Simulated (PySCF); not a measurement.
C3H5O2, SMILES CCO[C]=O, multiplicity 2.

Geometry: PBE0-D3(BJ)/def2-SVP. The isomer is the one that the SMILES or the coordinates give; other isomers of the formula were not compared. The values are those of a single conformer.

Calculation: TDA-B3LYP/def2-SVPD (PySCF).

Vertical excitations. Gas-phase values at a fixed geometry.

```json
[
 {"state": "root 1", "energy (eV)": "4.16", "λ (nm)": "298", "f": "0.007", "main pairs": "α HOMO→LUMO 96 %"},
 {"state": "root 2", "energy (eV)": "4.83", "λ (nm)": "257", "f": "0.000", "main pairs": "β HOMO→LUMO 96 %"},
 {"state": "root 3", "energy (eV)": "5.25", "λ (nm)": "236", "f": "0.013", "main pairs": "β HOMO−1→LUMO 88 %"},
 {"state": "root 4", "energy (eV)": "6.01", "λ (nm)": "206", "f": "0.001", "main pairs": "α HOMO→LUMO+1 95 %"},
 {"state": "root 5", "energy (eV)": "6.35", "λ (nm)": "195", "f": "0.006", "main pairs": "β HOMO−2→LUMO 85 %"},
 {"state": "root 6", "energy (eV)": "6.76", "λ (nm)": "183", "f": "0.005", "main pairs": "α HOMO→LUMO+2 93 %"},
 {"state": "root 7", "energy (eV)": "6.84", "λ (nm)": "181", "f": "0.003", "main pairs": "α HOMO−1→LUMO 47 %, β HOMO→LUMO+2 18 %, β HOMO→LUMO+1 16 %"},
 {"state": "root 8", "energy (eV)": "7.01", "λ (nm)": "177", "f": "0.007", "main pairs": "β HOMO−4→LUMO 60 %, β HOMO−3→LUMO 14 %"},
 {"state": "root 9", "energy (eV)": "7.09", "λ (nm)": "175", "f": "0.009", "main pairs": "α HOMO→LUMO+3 92 %"},
 {"state": "root 10", "energy (eV)": "7.22", "λ (nm)": "172", "f": "0.022", "main pairs": "α HOMO→LUMO+4 80 %, β HOMO−3→LUMO 9 %"}
]
```
Unrestricted roots are not spin-pure.
